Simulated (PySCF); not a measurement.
## Level sweep

Species: C3H7BrSi.
SMILES: `Br[SiH2]C1CC1`

PySCF, dipoles from the SCF density, polarisabilities from static response with core orbitals frozen. Geometry: PBE0-D3(BJ)/def2-SVP, one conformer, isolated molecule. The LDA/def2-SVPD calculation is non-relativistic and has no spin–orbit coupling, an omission that weighs most on bromine.

Problem. Compare the levels for these properties.

Solution. 

```csv
level,μ (D),α (Å³),anisotropy (Å³)
LDA/def2-SVPD,2.029,12.63,2.54
PBE/def2-SVPD,1.992,12.47,2.51
B3LYP/def2-SVPD,2.041,12.12,2.31
PBE0/def2-SVPD,2.060,12.03,2.30
BHandHLYP/def2-SVPD,2.111,11.70,2.12
CAM-B3LYP/def2-SVPD,2.080,11.92,2.19
wB97X-D/def2-SVPD,2.093,11.92,2.18
LC-wPBE/def2-SVPD,2.107,11.64,2.10
HF/def2-SVPD,2.230,11.28,1.88
PBE0/6-31G*,2.364,9.76,2.45
PBE0/def2-SVP,2.000,10.10,2.10
PBE0/aug-cc-pVDZ,2.075,12.15,2.34
PBE0/def2-TZVP,2.016,11.52,2.37
PBE0/def2-TZVPD,2.017,12.19,2.33
```

The anisotropy is √(½[(α1 − α2)² + (α2 − α3)² + (α3 − α1)²]). The dipole runs from 1.99 D (PBE/def2-SVPD) to 2.36 D (PBE0/6-31G*). No reference polarisability is at hand; against PBE0 in the largest diffuse basis at hand (def2-TZVPD) the other PBE0 rows deviate by 6-31G* -20%, def2-SVP -17%, def2-SVPD -1%, aug-cc-pVDZ 0%, def2-TZVP -5%. In one basis (def2-SVPD) the functionals order the polarisability from HF (lowest) to LDA (highest), a spread of 12%. With PBE0 the polarisability is 10.46 Å³ without diffuse functions (mean of 6-31G*, def2-SVP and def2-TZVP) and 12.12 Å³ with them (mean of def2-SVPD, aug-cc-pVDZ and def2-TZVPD).

Without π bonds the low states are Rydberg-like; a valence basis with one diffuse set may place them up to an eV too high.
